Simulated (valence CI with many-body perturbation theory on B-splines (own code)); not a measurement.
## E1 transitions of Ta59+

Level of theory: configuration interaction combined with many-body perturbation theory (CI+MBPT): four valence electrons over a frozen Dirac-Fock core [Ne], radial functions for each j: 11 s, 11 p, 10 d, 8 f, 5 g, 2 h, with the one-electron correlation potential Σ1 (screened to all orders), the two-electron term Σ2, the three-electron term Σ3, Breit, model QED; selected single and double excitations, second order for the rest, scaled by the run's own slope (own B-spline code, finite nucleus).

The last digits are not significant, and no measured levels were compared; by estimate large intervals hold to a few tenths of a per cent, small ones and those within an open d or f shell to about a per cent. Among the levels kept, up to 570 cm⁻¹ of a level comes from second order outside the variational space, and about a tenth of that is noise between levels of different J, which matters for small intervals.

Lines 1 to 50 of 562 in falling wavelength, among levels below 1652.8 eV, chosen from the strongest by gf and those to the six lowest levels. Wavelengths and rates use the calculated energies. Electric multipoles are in the length gauge, E1 and E2 with the static RPA response of the core. Weak lines are less certain than strong ones. Lines between different terms over intervals too small for the method are left out, as are lines whose strength nearly cancels. The highest levels of a list are the least certain.

Levels are named by their leading jj configuration (3d3/2^4 stands for four electrons in 3d with j = 3/2), which in mixed levels can hold well under half, so a name can repeat and another be missing. Letters in brackets count levels of one name in rising energy.

| λ vac (nm) | Upper | Lower | A (s⁻¹) | log gf | Branch % |
| --- | --- | --- | --- | --- | --- |
| 9.842 | (3s 3p1/2 3d3/2 3d5/2) J=4 [a] | (3s^2 3d3/2 3d5/2) J=3 | 5.60e+09 | -1.14 | 2.1 |
| 9.140 | (3s 3p1/2 3d3/2 3d5/2) J=5 | (3s^2 3d3/2 3d5/2) J=4 | 1.37e+10 | -0.72 | 4.8 |
| 9.132 | (3s 3p1/2 3p3/2 3d3/2) J=4 | (3s^2 3p3/2 3d3/2) J=3 | 9.13e+09 | -0.99 | 35.5 |
| 9.128 | (3p1/2 3p3/2^2 3d3/2) J=4 | (3s 3p3/2^2 3d3/2) J=3 [b] | 7.63e+09 | -1.07 | 0.3 |
| 8.562 | (3p1/2 3p3/2^2 3d5/2) J=5 | (3s 3p3/2^2 3d5/2) J=4 [b] | 1.12e+10 | -0.87 | 0.9 |
| 8.308 | (3s^2 3p3/2^2) J=2 | (3s 3p1/2^2 3p3/2) J=1 | 1.71e+08 | -3.05 | 26.4 |
| 8.072 | (3s 3p1/2 3d3/2 3d5/2) J=3 [c] | (3s^2 3d3/2 3d5/2) J=2 | 1.22e+10 | -1.08 | 0.4 |
| 8.005 | (3s 3p1/2 3d5/2^2) J=5 | (3s^2 3d5/2^2) J=4 | 2.70e+10 | -0.54 | 6.5 |
| 7.960 | (3s 3p1/2^2 3p3/2) J=2 | (3s^2 3p1/2 3p3/2) J=2 | 1.15e+10 | -1.26 | 44.6 |
| 7.922 | (3p1/2^2 3d3/2 3d5/2) J=4 | (3s 3p1/2 3d3/2 3d5/2) J=3 [d] | 2.38e+10 | -0.70 | 6.0 |
| 7.903 | (3s 3p1/2 3p3/2 3d5/2) J=5 | (3s^2 3p3/2 3d5/2) J=4 | 2.04e+10 | -0.68 | 100.0 |
| 7.852 | (3s 3p1/2 3d5/2^2) J=3 [a] | (3s^2 3d5/2^2) J=2 | 2.37e+10 | -0.81 | 4.2 |
| 7.812 | (3s 3p1/2 3p3/2^2) J=3 | (3s^2 3p3/2^2) J=2 | 1.34e+10 | -1.07 | 3.9 |
| 7.731 | (3s 3p1/2 3d3/2 3d5/2) J=4 [c] | (3s^2 3d3/2 3d5/2) J=4 | 1.32e+10 | -0.97 | 0.5 |
| 7.719 | (3s 3p1/2 3p3/2 3d5/2) J=4 [c] | (3s^2 3p3/2 3d5/2) J=3 | 1.22e+10 | -1.01 | 1.0 |
| 7.602 | (3s 3p1/2^2 3d5/2) J=3 | (3s^2 3p1/2 3d5/2) J=3 | 1.62e+10 | -1.01 | 6.9 |
| 7.585 | (3p1/2^2 3p3/2 3d5/2) J=4 | (3s 3p1/2 3p3/2 3d5/2) J=3 [c] | 1.81e+10 | -0.85 | 2.2 |
| 7.552 | (3s 3p1/2^2 3d5/2) J=3 | (3s^2 3p1/2 3d5/2) J=2 | 2.64e+10 | -0.80 | 11.3 |
| 7.517 | (3s 3p1/2^2 3p3/2) J=2 | (3s^2 3p1/2 3p3/2) J=1 | 1.43e+10 | -1.22 | 55.4 |
| 7.511 | (3s 3p1/2 3p3/2 3d3/2) J=3 [c] | (3s^2 3p3/2 3d3/2) J=3 | 1.72e+10 | -0.99 | 0.8 |
| 7.470 | (3s 3p1/2 3p3/2 3d5/2) J=3 [b] | (3s^2 3p3/2 3d5/2) J=2 | 1.52e+10 | -1.05 | 2.6 |
| 7.417 | (3p1/2 3p3/2^2 3d5/2) J=4 [b] | (3s 3p3/2^2 3d5/2) J=3 [a] | 1.54e+10 | -0.94 | 0.6 |
| 7.386 | (3s 3p1/2 3d5/2^2) J=2 [b] | (3s^2 3d5/2^2) J=2 | 2.59e+10 | -0.98 | 3.2 |
| 7.345 | (3p1/2^2 3d3/2 3d5/2) J=4 | (3s 3p1/2 3d3/2 3d5/2) J=4 [c] | 1.97e+10 | -0.84 | 5.0 |
| 7.335 | (3s 3p1/2^2 3d3/2) J=1 | (3s^2 3p1/2 3d3/2) J=2 | 3.28e+10 | -1.10 | 60.9 |
| 7.323 | (3s^2 3p3/2^2) J=0 | (3s 3p1/2^2 3p3/2) J=1 | 3.14e+08 | -3.60 | 42.7 |
| 7.321 | (3p1/2^2 3p3/2 3d3/2) J=3 | (3s 3p1/2 3p3/2 3d3/2) J=3 [c] | 2.25e+10 | -0.90 | 2.1 |
| 7.294 | (3s 3p1/2 3d5/2^2) J=4 [b] | (3s^2 3d5/2^2) J=4 | 2.16e+10 | -0.81 | 3.8 |
| 7.289 | (3p1/2^2 3d3/2 3d5/2) J=2 | (3s 3p1/2 3d3/2 3d5/2) J=3 [c] | 2.55e+10 | -0.99 | 6.3 |
| 7.271 | (3p1/2^2 3p3/2 3d5/2) J=3 | (3s 3p1/2 3p3/2 3d5/2) J=2 [c] | 1.70e+10 | -1.03 | 1.7 |
| 7.223 | (3p1/2^2 3p3/2 3d5/2) J=3 | (3s 3p1/2 3p3/2 3d5/2) J=3 [d] | 1.28e+10 | -1.15 | 1.3 |
| 7.223 | (3p1/2^2 3d5/2^2) J=4 | (3s 3p1/2 3d5/2^2) J=3 [b] | 4.87e+10 | -0.46 | 9.6 |
| 7.190 | (3p1/2^2 3d3/2^2) J=0 | (3s 3p1/2 3d3/2^2) J=1 [b] | 9.77e+10 | -1.12 | 35.2 |
| 7.181 | (3s 3p1/2 3d3/2 3d5/2) J=3 [d] | (3s^2 3d3/2 3d5/2) J=4 | 2.35e+10 | -0.89 | 1.0 |
| 7.135 | (3p1/2 3p3/2^2 3d3/2) J=4 | (3s 3p3/2^2 3d3/2) J=4 | 1.76e+10 | -0.92 | 0.7 |
| 7.115 | (3s 3p1/2 3d5/2^2) J=3 [b] | (3s^2 3d5/2^2) J=4 | 2.68e+10 | -0.85 | 3.0 |
| 7.085 | (3p1/2^2 3p3/2 3d5/2) J=4 | (3s 3p1/2 3p3/2 3d5/2) J=4 [b] | 1.09e+10 | -1.13 | 1.3 |
| 7.076 | (3p1/2^2 3d5/2^2) J=2 | (3s 3p1/2 3d5/2^2) J=1 [a] | 3.26e+10 | -0.91 | 5.7 |
| 7.047 | (3p1/2^2 3d5/2^2) J=4 | (3s 3p1/2 3d5/2^2) J=4 [b] | 4.05e+10 | -0.57 | 8.0 |
| 7.041 | (3p1/2^2 3d3/2 3d5/2) J=2 | (3s 3p1/2 3d3/2 3d5/2) J=1 [b] | 1.93e+10 | -1.14 | 4.8 |
| 7.035 | (3s 3p1/2^2 3d3/2) J=2 | (3s^2 3p1/2 3d3/2) J=2 | 2.52e+10 | -1.03 | 47.8 |
| 7.022 | (3s^2 3p3/2^2) J=2 | (3s 3p1/2^2 3p3/2) J=2 | 1.14e+08 | -3.38 | 17.6 |
| 7.022 | (3s 3p1/2 3p3/2 3d5/2) J=3 [d] | (3s^2 3p3/2 3d5/2) J=3 | 2.17e+10 | -0.95 | 1.3 |
| 7.012 | (3s 3p1/2^2 3d5/2) J=2 | (3s^2 3p1/2 3d5/2) J=3 | 3.63e+10 | -0.87 | 14.0 |
| 6.989 | (3p1/2 3p3/2^2 3d3/2) J=3 [a] | (3s 3p3/2^2 3d3/2) J=3 [a] | 2.04e+10 | -0.98 | 0.7 |
| 6.976 | (3p1/2^2 3d3/2 3d5/2) J=3 | (3s 3p1/2 3d3/2 3d5/2) J=3 [b] | 4.07e+10 | -0.68 | 11.6 |
| 6.974 | (3p1/2^2 3d5/2^2) J=2 | (3s 3p1/2 3d5/2^2) J=2 [b] | 5.33e+10 | -0.71 | 9.2 |
| 6.855 | (3p1/2^2 3p3/2 3d5/2) J=2 | (3s 3p1/2 3p3/2 3d5/2) J=2 [b] | 2.36e+10 | -1.08 | 2.6 |
| 6.847 | (3p1/2 3p3/2^3) J=2 | (3s 3p3/2^3) J=2 | 1.99e+10 | -1.15 | 0.8 |
| 6.783 | (3p1/2^2 3d3/2 3d5/2) J=2 | (3s 3p1/2 3d3/2 3d5/2) J=2 [b] | 3.45e+10 | -0.93 | 8.5 |
